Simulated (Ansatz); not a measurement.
Abridged output of a molecular run in Ansatz:

```
Functional definition: HF
1752 factors; integrals over basis functions are off by at most 9.5e-4 eV
mean field evaluation 1: about -13770.9268 eV, gradient 4.2e1 eV
mean field evaluation 2: about -13771.2480 eV, gradient 4.2e1 eV
mean field evaluation 4: about -13775.8459 eV, gradient 5.2e0 eV
mean field evaluation 8: about -13775.9420 eV, gradient 3.4e-1 eV
mean field evaluation 16: about -13775.9427 eV, gradient 2.0e-6 eV
mean field -13775.94272254 eV, -506.2565573841 hartree, gradient 2.0e-6 eV, S^2 0.000000; 0 other end points of the search recorded, 0 dependent functions left out
10 core orbitals not correlated: weight in the atoms' cores, before any rotation towards them, 1.000 or more for the frozen orbitals, at most 0.000 for the correlated occupied ones
reference -13775.94272254 eV, -506.2565573841 hartree; 16, 16 occupied and 269, 269 virtual orbitals, 1752 factors
second order -25.32494822 eV of doubles, -0.00000000 eV of singles
cycle   1  -25.72021371 eV  change   -4.0e-1 eV  update   1.2e-1
cycle   2  -26.44202812 eV  change   -7.2e-1 eV  update   3.8e-2
cycle   3  -26.61025297 eV  change   -1.7e-1 eV  update   2.0e-2
cycle   4  -26.60158068 eV  change    8.7e-3 eV  update   5.8e-3
cycle   5  -26.60040489 eV  change    1.2e-3 eV  update   3.0e-3
cycle   6  -26.60184157 eV  change   -1.4e-3 eV  update   8.9e-4
cycle   7  -26.60144841 eV  change    3.9e-4 eV  update   4.0e-4
cycle   8  -26.60141551 eV  change    3.3e-5 eV  update   1.4e-4
cycle   9  -26.60146718 eV  change   -5.2e-5 eV  update   5.6e-5
cycle  10  -26.60144944 eV  change    1.8e-5 eV  update   1.9e-5
perturbative correction -1.17385868 eV, -0.0431385108 hartree
Total energy: -13803.71803067 eV, -507.2772811309 hartree
```

Its atoms:

Cartesian coordinates in Å:
```
C -0.294 1.168 2.660
C -0.127 0.820 1.266
C 0.010 0.530 0.098
B 0.175 0.072 -1.341
O 0.336 0.962 -2.353
Si 0.156 -1.910 -1.779
H 0.410 1.951 2.954
H -0.134 0.301 3.305
H -1.305 1.543 2.840
H 0.330 1.876 -2.047
H 1.242 -2.607 -1.032
H 0.335 -2.189 -3.230
H -1.134 -2.516 -1.342
```

Question: Which basis set was used?
A. def2-QZVPP
B. def2-SVP
C. def2-TZVPP
D. cc-pV(Q+d)Z

Answer: C. It gives 295 functions.

Question: Write the keys of the input that set method, charge and spin (a neutral closed shell needs none for the last two).

Answer: 
```yaml
correlation: {method: ccsd_t}
```
